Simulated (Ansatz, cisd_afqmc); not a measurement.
Species: BeCl, charge 0, doublet. BeCl (SMILES [Be][Cl], doublet).
B3LYP-D3(BJ)/def2-TZVP minimum from Ansatz (a program for electronic structure):
```
Be
Cl 1 1.8163
```
Charge 0, spin multiplicity 2.

Total energies in def2-SVP, 9 correlated electrons, 6 frozen orbitals. Radicals and triplets start from unrestricted determinants; spin-orbit coupling is neglected. Cores are frozen in correlated methods. No relativity. AFQMC/CISD: phaseless, guided by CISD from CCSD amplitudes; bars are statistical, one sigma. Outlying blocks are dropped, and bars are widened where a walk drifts. Over all cases where full CI ran beside it in this data, AFQMC minus full CI had a median of +0.1 mEh and passed +0.4 mEh in a tenth of the cases. Full CI freezes restricted core orbitals and the other rows unrestricted ones, which leaves a small offset even where coupled cluster is exact. The spin of BeCl ([Be][Cl], doublet) was assumed, and the state is the lowest solution found for it.

| method | program | energy (Eh) | error against FCI (mEh) |
|---|---|---|---|
| HF | Ansatz | -474.00170 | 163.06 |
| MP2 | Ansatz | -474.14694 | 17.83 |
| CCSD | Ansatz | -474.16087 | 3.90 |
| CCSD(T) | Ansatz | -474.16406 | 0.70 |
| CCSDT(Q) | Ansatz | -474.16477 | -0.01 |
| CCSDTQ | Ansatz | -474.16477 | 0.00 |
| AFQMC/CISD | cisd_afqmc | -474.1648 ± 0.0002 | -0.1 ± 0.2 |
| FCI | Ansatz | -474.16476 | 0.00 |

Rough core times of Ansatz's runs on a shared machine: CCSD(T) under 20 s, CCSDT(Q) under 20 s, CCSDTQ 2 min, FCI 4 min.
